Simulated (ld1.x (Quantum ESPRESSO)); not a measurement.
**Which change was made? (Sb, TM)**

| Property | Result |
| --- | --- |
| Element | Sb |
| Generator | ld1.x (Quantum ESPRESSO) 7.5 |
| Type | norm-conserving Troullier–Martins (Kleinman–Bylander form) |
| Functional | PBEsol |
| Relativity | scalar-relativistic |
| Frozen core | [Kr] 4d10 |
| Valence charge | 5 |
| Reference configuration | 5s2 5p1 (charge +2) |
| Partial waves | 5p (bound): rc 1.70 bohr; 5d channel at -0.05 Ry: rc 1.95 bohr; 5s (bound): rc 1.80 bohr |
| Local potential | the s channel |
| Core correction | a·sin(br)/r model core, default radius (core density twice the valence density) |

Cutoffs, loose and tight: the cutoffs (Ry, on a coarse ladder) from which the occupation-weighted sum of valence levels, in a spherical-Bessel basis at the reference potential, stays within 10 and 1 mRy of its value at 400 Ry. They do not see the model core or the augmentation charge, which bear on the density cutoff. Test errors are all-electron minus pseudo excitation energies from the reference, over the configurations 5s2 5p3; 5s2 5p2; 5s2 5p0; 5s2 5p2.5; 5s1 5p0; 5s0 5p5; 5s1 5p3; variants that change the core or the reference have their own tests.

The base gives: outcome: generated; cutoff, loose: 35 Ry; cutoff, tight: 55 Ry; bound ghosts: p, d; largest test error (meV): -294.

**Question.** After one change the result is: outcome: generated; cutoff, loose: 25 Ry; cutoff, tight: 45 Ry; bound ghosts: d; largest test error (meV): -279. Which change was it?
A. wave 5p (bound): rc 1.70 bohr becomes 5p (bound): rc 1.56 bohr
B. type RRKJ; local potential all-electron potential smoothed inside 1.55 bohr (lloc = -2)
C. wave 5p (bound): rc 1.70 bohr becomes 5p (bound): rc 2.14 bohr
D. wave 5s (bound): rc 1.80 bohr becomes 5s (bound): rc 1.54 bohr
E. all radii but the core radius scaled by about 1.24 (s 2.24, p 2.12, d 2.42 bohr)

**Answer.** C. The others give: type RRKJ; local potential all-electron potential smoothed inside 1.55 bohr (lloc = -2) → outcome: failed: compute_phi: phi has nodes before r_c | wave 5s (bound): rc 1.80 bohr becomes 5s (bound): rc 1.54 bohr → outcome: generated; cutoff, loose: 50 Ry; cutoff, tight: 100 Ry; bound ghosts: p, d; largest test error (meV): -291 | all radii but the core radius scaled by about 1.24 (s 2.24, p 2.12, d 2.42 bohr) → outcome: generated; cutoff, loose: 21 Ry; cutoff, tight: 35 Ry; bound ghosts: none; largest test error (meV): -282 | wave 5p (bound): rc 1.70 bohr becomes 5p (bound): rc 1.56 bohr → outcome: generated; cutoff, loose: 60 Ry; cutoff, tight: 110 Ry; bound ghosts: d, p; largest test error (meV): -304.
